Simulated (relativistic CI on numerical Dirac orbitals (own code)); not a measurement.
Calculated at this level of theory: Dirac-Coulomb-Breit CI, separate exchange-only KLI orbitals for each configuration, QED by a radiative potential, unscaled Slater integrals (own radial code, finite nucleus).

The strongest absorption lines from the ground level of an ion, among the configurations computed and to levels below about 195 eV (vacuum wavelength in Å, gf): 71.819 (0.19), 131.09 (0.013), 142.88 (0.015), 153.74 (1.9), 167.64 (0.048), 189.83 (0.24), 214.64 (0.062), 253.42 (0.29).

**Question.** Which ion is it?
A. Sn XIX
B. Ru XIII
C. Cd XVII
D. Te XXI

**Answer.** C. Cd XVII has 32 electrons and the ground level 4s2 4p2 3P_0; the strongest line goes to 4s2 4p 4d 3D°_1. The pattern of lines fixes the number of electrons, and along that sequence the line energies rise steadily with the charge (about as its square where n changes within one kind of shell, about linearly where n is kept but much faster in heavy ions where fine structure, which grows about as Z⁴, sets the gap, and irregularly where shells cross), which fixes Z. Configurations outside the model, such as inner-shell arrays, can give stronger lines. At this charge energies of transitions that change n are usually good to better than 1 %, and those within a shell (Δn = 0) to a few per cent.

LS names give the leading component of a level, which can be under half, so a name can repeat, a term be missing and a line seem to break the LS rules.
